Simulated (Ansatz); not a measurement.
Consider the substitution at a C–O bond: `CC(F)(F)OCF` + H–F → `CC(F)(F)F` + `OCF`.

Isolated molecules relaxed with PBE0-D4/def2-TZVP in Ansatz; ΔE leaves out vibrations. CCSD(T)/CBS is the MP2 limit (def2-TZVPP, def2-QZVPP) plus CCSD(T) − MP2 in def2-TZVPP, frozen cores. This one scheme is used for every species. DFT in def2-TZVPP. One conformer a species, not always the lowest.

`CC(F)(F)OCF`:

Z-matrix (Å, degrees):
```
C
C 1 1.497
H 1 1.089 2 109.3
H 1 1.089 2 109.1 3 -120.0
H 1 1.089 2 109.4 3 119.9
F 2 1.356 1 111.1 3 61.7
F 2 1.364 1 110.6 3 177.7
O 2 1.368 1 110.3 3 -61.2
C 8 1.392 2 116.8 1 173.7
F 9 1.365 8 110.1 2 -93.4
H 9 1.090 8 106.7 2 149.5
H 9 1.092 8 111.6 2 26.9
```

H–F:

Z-matrix (Å, degrees):
```
F
H 1 0.920
```

`CC(F)(F)F`:

```xyz
8

C     0.122    0.747   -0.260
C    -0.106   -0.650    0.227
F     1.040   -1.343    0.305
F    -0.661   -0.667    1.448
F    -0.924   -1.334   -0.587
H     0.572    0.713   -1.251
H     0.789    1.263    0.428
H    -0.832    1.271   -0.308
```

`OCF`:

Z-matrix (Å, degrees):
```
C
F 1 1.381
O 1 1.370 2 111.1
H 1 1.091 2 107.8 3 -117.4
H 1 1.096 2 106.3 3 123.2
H 3 0.962 1 109.3 2 70.7
```

| species | LDA (SPW92) energy (Eh) |
| --- | --- |
| `CC(F)(F)OCF` | -488.79575 |
| H–F | -99.83933 |
| `CC(F)(F)F` | -375.11691 |
| `OCF` | -213.52007 |

(1) Work out ΔE.

Largest T1 diagnostic among the species: 0.012.

## Answers

(1) ΔE = (-375.11691) + (-213.52007) − (-488.79575) − (-99.83933) = -0.00190 Eh = -1.2 kcal/mol. CCSD(T)/CBS gives +0.5 kcal/mol.

From BLYP to BHLYP (50 % exact exchange), in def2-TZVPP and without D4, ΔE moves by +1.3 kcal/mol. At CCSD(T), def2-SVP lies −2.0 kcal/mol from the extrapolated value and def2-TZVPP −0.7 kcal/mol.
